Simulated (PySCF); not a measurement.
Spinor energies of Nb³⁷⁺ (niobium, charge +37)

Start: [He] 2s2. Calculated with PySCF 2.14 in an uncontracted even-tempered set (17 s from 17 bohr⁻², ratio 2.4; 12 p from 21 bohr⁻², ratio 2.4; 5 d from 68 bohr⁻², ratio 2.6; 4 f from 100 bohr⁻², ratio 2.6): generalised Hartree-Fock with the X2C-1e Hamiltonian and a Gaussian nucleus; one run each with spin-orbit coupling (SO) switched off, then screened by Boettger's factors.

| spinor shell | electrons | ε, spin-free (eV) | ε, screened SO (eV) | weight of nominal j (screened SO) | rms radius, screened SO (bohr) |
| --- | --- | --- | --- | --- | --- |
| 1s1/2 | 2 | -22231.8 | -22231.8 | 1.000 | 0.0411 |
| 2s1/2 | 2 | -5261.8 | -5261.8 | 1.000 | 0.159 |

```csv
quantity,spin-free,screened SO
E (hartree),-2086.38579,-2086.38579
M_J,0,0
⟨J²⟩,0.000,0.000
⟨L²⟩,0.000,0.000
⟨S²⟩,0.000,0.000
```

Breit and QED terms are absent; they matter most for the inner s and p1/2 levels.

Densities and radii are taken from the X2C orbitals without a picture-change correction, which distorts them close to the nucleus.

Without spin-orbit coupling the j labels of p, d and f shells carry no meaning; the spin-free column gives the mean over the occupied spinors of each nl shell.
